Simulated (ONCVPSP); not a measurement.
Cutoff test, copper, ONCV

ONCVPSP 4.0.1 input, shortened (lines: element, Z, core and valence counts, functional; n l f; lmax; l rc ep ncon nbas qcut; lloc lpopt rc5 dvloc0; l nproj debl; icmod fcfact rcfact), LDA (Perdew-Wang 92), fully relativistic:

```
  Cu 29.00    4    3  -001012      upf
    1    0    2.00
    2    0    2.00
    2    1    6.00
    3    0    2.00
    3    1    6.00
    3    2    9.00
    4    0    2.00
    3
    0    2.35    0.00    3    8    2.20
    1    0.75    0.00    4    8   12.40
    2    1.35    0.00    4    9   12.30
    3    2.00    0.19    4    9    4.90
    4    4    0.65    1.00
    0    1    2.80
    1    2    1.90
    2    2    3.80
    3    2    1.40
    3    3.00    1.30
```

Open shells are filled in proportion to 2j + 1.

In the p channel the program set the typed energies aside and used -2.804, 0.250 Ha (j = l + 1/2; the other j can differ).

**Question.** For each optimised wave give the share of its norm inside rc, the residual kinetic energy above qcut (Ha) and the cutoffs (Ha) for errors of 10, 1, 0.1 and 0.01 mHa per electron.

**Answer.**

```tsv
wave	norm inside rc	residual KE	10 mHa	1 mHa	0.1 mHa	0.01 mHa
4s	0.432	4.2e-03	1.2	11.1	35.9	75.5
3p j=3/2	0.561	4.9e-04	33.4	67.2	235.2	365.8
p projector 2 j=3/2	0.036	5.1e-05	25.4	35.0	69.0	166.1
3p j=1/2	0.575	4.7e-04	34.3	65.6	230.8	366.0
p projector 2 j=1/2	0.036	4.9e-05	26.2	36.0	67.8	143.4
3d j=5/2	0.809	1.4e-06	49.4	58.1	65.0	70.4
d projector 2 j=5/2	0.128	1.1e-05	51.3	61.3	68.8	77.2
3d j=3/2	0.813	1.4e-06	49.5	58.2	65.1	70.5
d projector 2 j=3/2	0.129	1.1e-05	51.3	61.4	68.8	77.2
f projector 1 j=7/2	0.000	1.9e-07	0.4	0.8	1.8	4.9
f projector 2 j=7/2	0.133	6.8e-04	6.7	11.3	16.1	40.5
f projector 1 j=5/2	0.000	1.9e-07	0.4	0.8	1.8	4.9
f projector 2 j=5/2	0.133	6.8e-04	6.7	11.3	16.1	40.5
```

The occupied waves need 67 Ha and 235 Ha for 1 and 0.1 mHa. Rows with under 1 % of the norm inside rc give no meaningful cutoff. Note: ghosts flagged at negative energy: s at -172.2 eV; GHOST(+) flagged for f7/2 at 26.3 eV, f5/2 at 30.6 eV. A true bound ghost makes a file unfit for plane-wave use.
